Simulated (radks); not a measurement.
Species: Eu IV. Configuration: [Xe] 4f6. All-electron calculation, scalar-relativistic Kohn-Sham, PBEsol, spin-unpolarised, spherical densities, point nucleus. Program: a radial shooting solver on a logarithmic mesh with Libxc functionals.

X-ray form factor f0, the Fourier transform of the density (f0(0) = 60):

| sin(theta)/lambda (1/angstrom) | f0 (electrons) |
|---|---|
| 0.05 | 59.352 |
| 0.1 | 57.523 |
| 0.15 | 54.812 |
| 0.2 | 51.600 |
| 0.25 | 48.239 |
| 0.3 | 44.985 |
| 0.4 | 39.265 |
| 0.5 | 34.644 |
| 0.6 | 30.831 |
| 0.8 | 24.825 |
| 1 | 20.598 |
| 1.25 | 17.231 |
| 1.5 | 14.980 |
| 2 | 11.312 |
